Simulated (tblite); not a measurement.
A geometry optimisation, step by step.

C7H16N2.
Numbering: `[CH3:1]/[CH:2]=[N:3]/[N:4]([CH3:5])[CH2:6][CH:7]([CH3:8])[CH3:9]` (hydrogens: H10, H11, H12 on C1; H13 on C2; H14, H15, H16 on C5; H17, H18 on C6; H19 on C7; H20, H21, H22 on C8; H23, H24, H25 on C9)

Computed with GFN2-xTB (tblite), gas phase: L-BFGS steps from a force-field or distance-geometry start until the largest atomic force falls under 0.01 eV/Å. 4 of its 100 geometries are shown.

Step 0: E = -788.1498 eV, largest atomic force 1.578 eV/Å
```
atom  x, y, z in Å  |  force x, y, z in eV/Å
C1      3.677   -0.015   -1.037   -0.658   0.095   0.107
C2      2.579   -0.328   -0.064   -0.132  -0.098   0.279
N3      1.531    0.396   -0.004   -0.818  -0.899   1.006
N4      0.530    0.119    0.888    0.444   0.511  -0.304
C5      0.568   -0.999    1.842   -0.202   0.767  -0.511
C6     -0.720    0.863    0.736    0.881  -0.080   0.102
C7     -1.826    0.069    0.032   -0.224  -0.185   0.008
C8     -3.129    0.863    0.077   -0.478  -0.010  -0.048
C9     -1.457   -0.273   -1.410   -0.057   0.194  -0.215
H10     3.412    0.870   -1.624    0.094  -0.236   0.136
H11     4.595    0.164   -0.492    0.217   0.019  -0.024
H12     3.807   -0.874   -1.696    0.127   0.091  -0.033
H13     2.755   -1.208    0.599   -0.034   0.491  -0.478
H14     1.521   -0.993    2.376   -0.059  -0.063  -0.066
H15     0.437   -1.925    1.287    0.071  -0.369   0.149
H16    -0.241   -0.892    2.578    0.233   0.080  -0.366
H17    -0.495    1.790    0.189    0.023  -0.324  -0.054
H18    -1.037    1.162    1.742   -0.152  -0.087  -0.021
H19    -1.990   -0.874    0.578    0.087   0.153  -0.045
H20    -3.033    1.814   -0.450    0.053  -0.131   0.051
H21    -3.950    0.298   -0.393    0.344   0.171   0.120
H22    -3.433    1.073    1.106    0.130  -0.027  -0.143
H23    -1.242    0.644   -1.975   -0.027  -0.310   0.183
H24    -0.589   -0.926   -1.458    0.059   0.132   0.072
H25    -2.283   -0.794   -1.902    0.078   0.112   0.097
```

Step 33: E = -788.2942 eV, largest atomic force 0.033 eV/Å
```
atom  x, y, z in Å  |  force x, y, z in eV/Å
C1      3.587    0.011   -1.050   -0.003  -0.014  -0.003
C2      2.549   -0.383   -0.052    0.001   0.010   0.003
N3      1.498    0.320    0.049   -0.007  -0.008   0.003
N4      0.540    0.123    0.948   -0.009  -0.009   0.005
C5      0.520   -1.003    1.851    0.010  -0.005   0.000
C6     -0.676    0.863    0.727   -0.011   0.006   0.011
C7     -1.799    0.067    0.036    0.000  -0.010   0.006
C8     -3.097    0.868    0.079   -0.004   0.006  -0.002
C9     -1.413   -0.269   -1.399    0.015   0.000  -0.010
H10     3.256    0.888   -1.599    0.004  -0.013   0.011
H11     4.529    0.237   -0.546   -0.014   0.003  -0.012
H12     3.773   -0.804   -1.750    0.001  -0.004  -0.009
H13     2.775   -1.263    0.555   -0.006   0.017   0.005
H14     1.444   -1.019    2.436    0.002  -0.001  -0.004
H15     0.427   -1.962    1.326   -0.014   0.016  -0.001
H16    -0.319   -0.887    2.534    0.010  -0.005  -0.022
H17    -0.406    1.720    0.106   -0.007   0.011   0.002
H18    -1.039    1.231    1.693    0.000   0.000   0.024
H19    -1.953   -0.868    0.585    0.008  -0.017   0.027
H20    -2.980    1.812   -0.448    0.010   0.010  -0.016
H21    -3.904    0.310   -0.391   -0.001  -0.004  -0.017
H22    -3.385    1.083    1.106   -0.001   0.002   0.012
H23    -1.259    0.642   -1.971   -0.009   0.018  -0.018
H24    -0.488   -0.840   -1.422    0.026  -0.004  -0.001
H25    -2.192   -0.855   -1.881   -0.003  -0.005   0.006
```

Step 66: E = -788.2995 eV, largest atomic force 0.022 eV/Å
```
atom  x, y, z in Å  |  force x, y, z in eV/Å
C1      3.538   -0.006   -1.083   -0.006  -0.002   0.000
C2      2.523   -0.371   -0.051    0.008  -0.003   0.001
N3      1.480    0.340    0.069    0.001  -0.007   0.006
N4      0.542    0.152    0.993    0.002   0.002   0.002
C5      0.516   -1.008    1.853   -0.003   0.003   0.008
C6     -0.685    0.876    0.771   -0.002  -0.001  -0.002
C7     -1.782    0.073    0.049   -0.004  -0.006  -0.004
C8     -3.084    0.869    0.046    0.006  -0.005   0.001
C9     -1.351   -0.264   -1.375   -0.001   0.000  -0.005
H10     3.196    0.859   -1.644   -0.003  -0.006  -0.001
H11     4.493    0.230   -0.611   -0.009  -0.007   0.001
H12     3.701   -0.840   -1.765    0.004   0.010  -0.007
H13     2.755   -1.247    0.561   -0.001   0.004  -0.010
H14     1.443   -1.058    2.428    0.008   0.003   0.009
H15     0.408   -1.945    1.290    0.001   0.003  -0.016
H16    -0.316   -0.912    2.544   -0.012   0.015   0.011
H17    -0.424    1.750    0.171    0.001   0.003   0.005
H18    -1.066    1.217    1.741    0.007  -0.006   0.007
H19    -1.945   -0.862    0.597   -0.007   0.001   0.009
H20    -2.947    1.815   -0.474   -0.002  -0.012   0.004
H21    -3.871    0.311   -0.456    0.012   0.005   0.003
H22    -3.409    1.081    1.063   -0.004  -0.004  -0.012
H23    -1.274    0.644   -1.969    0.009  -0.005  -0.002
H24    -0.380   -0.753   -1.378   -0.004   0.005   0.000
H25    -2.073   -0.928   -1.847   -0.002   0.011  -0.007
```

Step 99: E = -788.3018 eV, largest atomic force 0.009 eV/Å
```
atom  x, y, z in Å  |  force x, y, z in eV/Å
C1      3.483   -0.019   -1.118    0.001  -0.003   0.001
C2      2.492   -0.376   -0.062    0.004  -0.001   0.005
N3      1.463    0.349    0.088   -0.002   0.001  -0.001
N4      0.545    0.177    1.037    0.002   0.002  -0.001
C5      0.521   -0.989    1.890   -0.002   0.001  -0.001
C6     -0.694    0.880    0.805    0.003  -0.001  -0.001
C7     -1.760    0.068    0.046   -0.006   0.003   0.004
C8     -3.072    0.847    0.017   -0.006   0.002  -0.002
C9     -1.292   -0.247   -1.371   -0.001   0.007   0.005
H10     3.140    0.855   -1.664   -0.004  -0.001   0.003
H11     4.453    0.196   -0.669    0.008   0.001  -0.005
H12     3.614   -0.850   -1.812    0.003   0.000  -0.007
H13     2.730   -1.257    0.540   -0.003   0.001   0.002
H14     1.460   -1.056    2.444    0.005   0.008   0.001
H15     0.385   -1.920    1.325   -0.002  -0.007  -0.005
H16    -0.294   -0.882    2.601   -0.006   0.003   0.004
H17    -0.441    1.771    0.228    0.000  -0.001   0.001
H18    -1.097    1.192    1.775    0.000  -0.006  -0.003
H19    -1.925   -0.873    0.582   -0.006  -0.002  -0.003
H20    -2.934    1.801   -0.487    0.004   0.000   0.000
H21    -3.835    0.286   -0.517   -0.001  -0.005   0.001
H22    -3.432    1.041    1.026    0.006  -0.003   0.000
H23    -1.162    0.672   -1.936    0.001   0.004  -0.005
H24    -0.340   -0.771   -1.358   -0.001  -0.001   0.005
H25    -2.022   -0.870   -1.885    0.003   0.000   0.003
```

Question: Summarise the path.

Answer: The energy falls by 14.66 kJ/mol from step 0 to step 99; nine tenths of that is first reached at step 18. It falls at every step. The largest force goes from 1.578 to 0.009 eV/Å. Among the bonds N3–N4 changes most, from 1.369 to 1.331 Å; the atoms move by 0.154 Å rms after alignment.

Question: Follow the three bonds and two angles with the largest change from start to end.

Answer: 
```json
{"step": "0", "E above end (kJ/mol)": "14.66", "largest force (eV/Å)": "1.578", "N3–N4 (Å)": "1.369", "N4–C5 (Å)": "1.470", "C2–H13 (Å)": "1.116", "N4–C5–H15 (°)": "108.3", "C2–N3–N4 (°)": "121.1"}
{"step": "4", "E above end (kJ/mol)": "4.08", "largest force (eV/Å)": "0.184", "N3–N4 (Å)": "1.330", "N4–C5 (Å)": "1.441", "C2–H13 (Å)": "1.088", "N4–C5–H15 (°)": "112.0", "C2–N3–N4 (°)": "123.5"}
{"step": "9", "E above end (kJ/mol)": "2.86", "largest force (eV/Å)": "0.103", "N3–N4 (Å)": "1.331", "N4–C5 (Å)": "1.445", "C2–H13 (Å)": "1.094", "N4–C5–H15 (°)": "112.7", "C2–N3–N4 (°)": "123.1"}
{"step": "13", "E above end (kJ/mol)": "2.17", "largest force (eV/Å)": "0.132", "N3–N4 (Å)": "1.329", "N4–C5 (Å)": "1.440", "C2–H13 (Å)": "1.092", "N4–C5–H15 (°)": "112.0", "C2–N3–N4 (°)": "123.4"}
{"step": "17", "E above end (kJ/mol)": "1.47", "largest force (eV/Å)": "0.082", "N3–N4 (Å)": "1.328", "N4–C5 (Å)": "1.443", "C2–H13 (Å)": "1.093", "N4–C5–H15 (°)": "112.3", "C2–N3–N4 (°)": "123.4"}
{"step": "22", "E above end (kJ/mol)": "1.13", "largest force (eV/Å)": "0.066", "N3–N4 (Å)": "1.328", "N4–C5 (Å)": "1.443", "C2–H13 (Å)": "1.093", "N4–C5–H15 (°)": "112.4", "C2–N3–N4 (°)": "124.1"}
{"step": "26", "E above end (kJ/mol)": "0.89", "largest force (eV/Å)": "0.054", "N3–N4 (Å)": "1.328", "N4–C5 (Å)": "1.444", "C2–H13 (Å)": "1.093", "N4–C5–H15 (°)": "112.4", "C2–N3–N4 (°)": "124.4"}
{"step": "30", "E above end (kJ/mol)": "0.78", "largest force (eV/Å)": "0.029", "N3–N4 (Å)": "1.328", "N4–C5 (Å)": "1.444", "C2–H13 (Å)": "1.093", "N4–C5–H15 (°)": "112.5", "C2–N3–N4 (°)": "124.8"}
{"step": "34", "E above end (kJ/mol)": "0.71", "largest force (eV/Å)": "0.044", "N3–N4 (Å)": "1.328", "N4–C5 (Å)": "1.444", "C2–H13 (Å)": "1.093", "N4–C5–H15 (°)": "112.5", "C2–N3–N4 (°)": "124.7"}
{"step": "39", "E above end (kJ/mol)": "0.59", "largest force (eV/Å)": "0.037", "N3–N4 (Å)": "1.327", "N4–C5 (Å)": "1.444", "C2–H13 (Å)": "1.093", "N4–C5–H15 (°)": "112.5", "C2–N3–N4 (°)": "124.7"}
{"step": "43", "E above end (kJ/mol)": "0.51", "largest force (eV/Å)": "0.044", "N3–N4 (Å)": "1.328", "N4–C5 (Å)": "1.445", "C2–H13 (Å)": "1.093", "N4–C5–H15 (°)": "112.6", "C2–N3–N4 (°)": "124.7"}
{"step": "47", "E above end (kJ/mol)": "0.42", "largest force (eV/Å)": "0.040", "N3–N4 (Å)": "1.329", "N4–C5 (Å)": "1.445", "C2–H13 (Å)": "1.093", "N4–C5–H15 (°)": "112.4", "C2–N3–N4 (°)": "124.8"}
{"step": "52", "E above end (kJ/mol)": "0.32", "largest force (eV/Å)": "0.026", "N3–N4 (Å)": "1.330", "N4–C5 (Å)": "1.445", "C2–H13 (Å)": "1.093", "N4–C5–H15 (°)": "112.2", "C2–N3–N4 (°)": "124.8"}
{"step": "56", "E above end (kJ/mol)": "0.28", "largest force (eV/Å)": "0.028", "N3–N4 (Å)": "1.330", "N4–C5 (Å)": "1.444", "C2–H13 (Å)": "1.093", "N4–C5–H15 (°)": "112.3", "C2–N3–N4 (°)": "124.7"}
{"step": "60", "E above end (kJ/mol)": "0.25", "largest force (eV/Å)": "0.016", "N3–N4 (Å)": "1.330", "N4–C5 (Å)": "1.445", "C2–H13 (Å)": "1.093", "N4–C5–H15 (°)": "112.3", "C2–N3–N4 (°)": "124.6"}
{"step": "65", "E above end (kJ/mol)": "0.22", "largest force (eV/Å)": "0.021", "N3–N4 (Å)": "1.330", "N4–C5 (Å)": "1.445", "C2–H13 (Å)": "1.093", "N4–C5–H15 (°)": "112.4", "C2–N3–N4 (°)": "124.5"}
{"step": "69", "E above end (kJ/mol)": "0.19", "largest force (eV/Å)": "0.029", "N3–N4 (Å)": "1.330", "N4–C5 (Å)": "1.445", "C2–H13 (Å)": "1.093", "N4–C5–H15 (°)": "112.5", "C2–N3–N4 (°)": "124.6"}
{"step": "73", "E above end (kJ/mol)": "0.15", "largest force (eV/Å)": "0.026", "N3–N4 (Å)": "1.330", "N4–C5 (Å)": "1.445", "C2–H13 (Å)": "1.093", "N4–C5–H15 (°)": "112.2", "C2–N3–N4 (°)": "124.6"}
{"step": "77", "E above end (kJ/mol)": "0.12", "largest force (eV/Å)": "0.020", "N3–N4 (Å)": "1.331", "N4–C5 (Å)": "1.445", "C2–H13 (Å)": "1.093", "N4–C5–H15 (°)": "112.4", "C2–N3–N4 (°)": "124.6"}
{"step": "82", "E above end (kJ/mol)": "0.09", "largest force (eV/Å)": "0.017", "N3–N4 (Å)": "1.331", "N4–C5 (Å)": "1.445", "C2–H13 (Å)": "1.093", "N4–C5–H15 (°)": "112.4", "C2–N3–N4 (°)": "124.5"}
{"step": "86", "E above end (kJ/mol)": "0.06", "largest force (eV/Å)": "0.015", "N3–N4 (Å)": "1.331", "N4–C5 (Å)": "1.445", "C2–H13 (Å)": "1.093", "N4–C5–H15 (°)": "112.4", "C2–N3–N4 (°)": "124.6"}
{"step": "90", "E above end (kJ/mol)": "0.04", "largest force (eV/Å)": "0.011", "N3–N4 (Å)": "1.331", "N4–C5 (Å)": "1.445", "C2–H13 (Å)": "1.093", "N4–C5–H15 (°)": "112.5", "C2–N3–N4 (°)": "124.7"}
{"step": "95", "E above end (kJ/mol)": "0.02", "largest force (eV/Å)": "0.019", "N3–N4 (Å)": "1.331", "N4–C5 (Å)": "1.446", "C2–H13 (Å)": "1.093", "N4–C5–H15 (°)": "112.5", "C2–N3–N4 (°)": "124.7"}
{"step": "99", "E above end (kJ/mol)": "0.00", "largest force (eV/Å)": "0.009", "N3–N4 (Å)": "1.331", "N4–C5 (Å)": "1.445", "C2–H13 (Å)": "1.093", "N4–C5–H15 (°)": "112.5", "C2–N3–N4 (°)": "124.8"}
```

What follows is the cost of the whole relaxation. On one thread of an Arm Neoverse V2, shared host with 96 logical CPUs at a one-minute load of 40, this took 0.65 s wall.
